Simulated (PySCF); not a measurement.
Input of a run (PBE0-D3(BJ)/def2-SVP geometry optimisation, gas phase (PySCF 2.14.0)), started from GFN2-xTB:
```
{"job": {"xc": "PBE0", "basis": "def2-SVP", "d3": "d3bj", "grid": 1, "shake": 0.01, "kind": "geom"}, "charge": 0, "multiplicity": 1}
N     -0.132030     2.243350     1.796280
C     -0.124710     1.362520     1.082930
C     -0.063710     0.256630     0.199870
Si     1.741450    -0.135330    -0.412750
C     -1.236960     0.037600    -0.711770
C     -1.033730    -0.856930     0.457570
H      2.223110     1.021100    -1.139350
H      2.556740    -0.451750     0.742770
H      1.574410    -1.290600    -1.276280
H     -2.041570     0.761930    -0.646720
H     -1.048520    -0.335910    -1.685570
H     -0.687370    -1.870760     0.283840
H     -1.721300    -0.758740     1.298860
```

Output (energies in Eh, forces in Eh/bohr):
```
step   0  E = -500.21303422  max force = 0.055224
step   1  E = -500.21960911  max force = 0.005280
step   2  E = -500.21976339  max force = 0.001158
step   3  E = -500.21977788  max force = 0.000323
optimisation converged
```

Q: Summarise the run.

A: The energy falls by 4.2 kcal/mol over 4 energy and gradient evaluations, the largest force component goes from 0.0552 to 3.2e-04 Eh/bohr, and the atoms move by 0.041 Å rms after alignment. The bond that changes most is C3–Si4 (sp3 carbon bound to silicon to SiH3 silicon), which shortens by 0.057 Å. Bonds longer at the end by more than 0.005 Å: 10 of 13; shorter: 1. Among the angles that change most is H7–Si4–H8, from 112.8° to 109.9°. The energy never rose by more than 1e-6 Eh on the way. The first step brought 97 % of the lowering.

Q: What are the final bond lengths?

A: N1≡C2 1.160 Å, C2–C3 1.437 Å, C3–Si4 1.890 Å, C3–C5 1.522 Å, C5–C6 1.485 Å, C3–C6 1.523 Å, Si4–H7 1.491 Å, Si4–H8 1.491 Å, Si4–H9 1.494 Å, C5–H10 1.093 Å, C5–H11 1.093 Å, C6–H12 1.094 Å, C6–H13 1.093 Å. Numbering counts from 1 in the input's order; the species is `N#CC1([SiH3])CC1`.

The run used 123 basis functions and 27 SCF cycles in all.

Stationary, but not proved a minimum.
